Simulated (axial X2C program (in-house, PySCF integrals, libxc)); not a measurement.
## Which molecule has these constants?

All values come from calculations with an in-house relativistic program for diatomic molecules, spin-free (one-electron X2C) or two-component (2c: spin–orbit coupling with atomic mean-field Coulomb and Gaunt terms, which also bring small scalar terms), in Dyall basis sets with cores contracted in-house; open shells are unrestricted.

A two-component PBE0 calculation in a Dyall 3-zeta basis gave Re = 2.132 Å, ωe = 402.0 cm⁻¹, De = 1.72 eV, Ω = 2.

Question: Which molecule is it?
A. NaO⁻
B. NaS⁻
C. NaSe⁻
D. NaTe⁻

Answer: A. The others have NaTe⁻ 2.725 Å and 246.2 cm⁻¹ (Ω = 0); NaS⁻ 2.406 Å and 357.2 cm⁻¹ (Ω = 0); NaSe⁻ 2.522 Å and 287.0 cm⁻¹ (Ω = 0).

Each entry is the lowest single determinant of a limited PBE0 search at one distance. De goes to single-determinant-based atoms at the same level (for ions the charge split of lowest energy) and is withheld (n/a) where an atom does not fit its ground term or J level. Main or longest-lived isotopes. One determinant is a doubtful description, or other states lie close, for NaO⁻, NaS⁻, NaSe⁻; these need not be ground states, and all values refer to the states named. Some open-shell Ω = 0 determinants are out of reach, so the Ω given for NaO⁻ need not be the lowest component. With several unpaired electrons the Ω given is that of one determinant, not necessarily of the lowest component. Some light 2c atoms are not at their ground J level, so De misses part of their lowering (0.04 eV or less). The functionals have no current term, which raises determinants with orbital currents.
